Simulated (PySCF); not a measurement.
# Relaxation of doublet SbSe2

Method: UB3LYP/[Sb def2-SVP with ECP28, Se def2-SVP], scalar-relativistic core potentials, density fitting, no spin–orbit coupling, PySCF. A (50,194) grid was used.

A hand-made linear start, of D∞h symmetry, held to at least that symmetry:

Coordinates in bohr (charge 0 multiplicity 2):
```
Sb    0.0000    0.0000    0.0000
Se    0.0000    0.0000    4.5353
Se    0.0000    0.0000   -4.5353
```

(1) What does it relax to?

(2) How much energy is released, and in how many steps?

Answers

(1) It ends at D∞h with Sb–Se 2.443 Å (×2); Se–Sb–Se 180.0°. A frequency run shows 2 imaginary modes (one degenerate set), down to 146i cm⁻¹, so it is a higher-order saddle point. Other isomers or separated fragments may lie lower.

(2) 2.9 kJ/mol in 3 steps.

With an element this heavy the missing spin–orbit coupling can shift these numbers.
